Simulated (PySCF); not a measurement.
C₃H₄BBr.
SMILES with atom numbers: `[CH3:1][C:2]#[C:3][BH:4][Br:5]` (hydrogens: H6, H7, H8 on C1; H9 on B4)

A GFN2-xTB structure was refined with PySCF, PBE0-D3(BJ)/def2-SVP geometry optimisation, gas phase. Its GFN2-xTB values:

```tsv
coordinate	GFN2-xTB
C1–C2	1.411 Å
C1–H6	1.124 Å
C2≡C3	1.196 Å
C3–B4	1.544 Å
B4–Br5	1.849 Å
B4–H9	1.161 Å
C1–C2–C3	178.5°
C2–C3–B4	177.8°
C3–B4–Br5	119.3°
```

How do these coordinates change at the PBE0-D3(BJ)/def2-SVP level?

| coordinate | PBE0-D3(BJ)/def2-SVP (Å or °) | change |
| --- | --- | --- |
| B4–Br5 | 1.911 | +0.062 |
| C3–B4 | 1.500 | -0.044 |
| B4–H9 | 1.204 | +0.043 |
| C1–C2 | 1.447 | +0.036 |
| C2≡C3 | 1.222 | +0.026 |
| C1–H6 | 1.101 | -0.023 |
| C2–C3–B4 | 179.0 | +1.2 |
| C3–B4–Br5 | 120.2 | +0.9 |
| C1–C2–C3 | 179.5 | +1.0 |

The energy falls by 4.2 kcal/mol over 6 energy and gradient evaluations, the largest force component goes from 0.0762 to 3.6e-04 Eh/bohr, and the atoms move by 0.063 Å rms after alignment. The bond that changes most is B4–Br5 (ends: three-coordinate boron; bromine bonded to B), which lengthens by 0.062 Å. Bonds longer at the end by more than 0.005 Å: 6 of 8; shorter: 2. Rotational constants go from 17765, 1021, 971.1 to 18012, 980.4, 935.2 MHz.

The run used 108 basis functions and 39 SCF cycles in all. Time: 26 s wall; peak memory 0.42 GiB. Hardware: Arm Neoverse V1, one thread, shared host.

Whether it is a minimum is left open (no frequencies).
